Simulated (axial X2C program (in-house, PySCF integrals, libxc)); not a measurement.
Nuclear properties of MoH⁺

Computed with an axial X2C code built on PySCF integrals: two-component X2C with atomic mean-field Coulomb and Gaunt terms, Gaussian nuclei, basis Mo dyall-cv3z, H dyall-v3z with contracted cores.

R = 1.666 Å (near the PBE0 minimum at charge 1 of the determinant lowest at the starting distance; the state shown can have its own minimum elsewhere).

Determinant lowest in the PBE0 search, Ω = 2 (⟨Sz⟩ = 2.00, ⟨Lz⟩ = 0.00 at PBE0), spin on the atoms Mo 2.08, H -0.09:

```json
{"level": "PBE0", "Eeff magnitude (GV/cm)": "0.611", "Ws magnitude Mo (kHz)": "0.163", "A∥/gI Mo (MHz)": "-483", "qzz Mo (a.u.)": "0.01", "A∥/gI H (MHz)": "-7.77", "qzz H (a.u.)": "0.10"}
{"level": "HF", "Eeff magnitude (GV/cm)": "0.619", "Ws magnitude Mo (kHz)": "0.162", "A∥/gI Mo (MHz)": "-694", "qzz Mo (a.u.)": "0.55", "A∥/gI H (MHz)": "-13.5", "qzz H (a.u.)": "0.11"}
{"level": "B3LYP", "Eeff magnitude (GV/cm)": "0.569", "Ws magnitude Mo (kHz)": "0.154", "A∥/gI Mo (MHz)": "-419", "qzz Mo (a.u.)": "-0.07", "A∥/gI H (MHz)": "-5.99", "qzz H (a.u.)": "0.10"}
{"level": "BHandHLYP", "Eeff magnitude (GV/cm)": "0.671", "Ws magnitude Mo (kHz)": "0.177", "A∥/gI Mo (MHz)": "-499", "qzz Mo (a.u.)": "0.20", "A∥/gI H (MHz)": "-7.28", "qzz H (a.u.)": "0.10"}
{"level": "PBE", "Eeff magnitude (GV/cm)": "0.508", "Ws magnitude Mo (kHz)": "0.139", "A∥/gI Mo (MHz)": "-415", "qzz Mo (a.u.)": "-0.24", "A∥/gI H (MHz)": "-6.4", "qzz H (a.u.)": "0.10"}
```

Determinant 1.06 eV from it at PBE0 and this distance, Ω = 1 (⟨Sz⟩ = 1.99, ⟨Lz⟩ = -0.99 at PBE0), spin on the atoms Mo 2.01, H -0.02:

```csv
level,Eeff magnitude (GV/cm),Ws magnitude Mo (kHz),A∥/gI Mo (MHz),qzz Mo (a.u.),A∥/gI H (MHz),qzz H (a.u.)
PBE0,2.07,0.929,1110,0.15,-10.7,0.10
HF,2.53,1.12,599,-0.41,-28.9,0.12
B3LYP,1.92,0.858,1190,0.19,-8.3,0.10
BHandHLYP,2.32,1.03,939,-0.08,-11,0.11
PBE,1.69,0.76,1280,0.34,-8.77,0.10
```

Eeff is the effective electric field on the electron electric dipole moment in this Ω state and Ws the scalar–pseudoscalar constant of the nucleus named (defined with the proton number Z and per Ω); A∥ (defined per Ω) follows by multiplying with gI = μI/(I μN); qzz is the electric field gradient, eQq0 = 234.96 MHz × Q/barn × qzz. The operators were transformed with the bare-nucleus X2C matrices; with these basis sets, hyperfine constants and field gradients can be off by tens of per cent, and where levels differ in sign neither size nor sign is settled.

With gI(95Mo) = -0.3657 (g factors from the IAEA table of nuclear moments by Stone), turn the PBE0 values of the first state into constants in MHz.

A∥(95Mo) = -483 × -0.3657 = 177 MHz.

Each state is one determinant with collinear spin, which with several unpaired electrons need not be a pure state. Unrestricted Hartree–Fock can overshoot spin polarisation at the nuclei. This is the top spin component of a Σ state; components of lower Ω are not single determinants and can lie lower. With several open shells hyperfine constants can be off by a factor of several. Open-shell Ω = 0 determinants with evenly filled partner blocks cannot be reached by this program, so the Ω shown need not be the lowest component. The search compared states at one distance, so a state with another bond length can lie lower. Further determinants of the search, some of them spin-mixed, are not shown. Where a field gradient or hyperfine factor spreads by more than a factor of two over the levels, a constant derived from it is not to be relied on. PBE0 term energies can be off by some tenths of an eV.
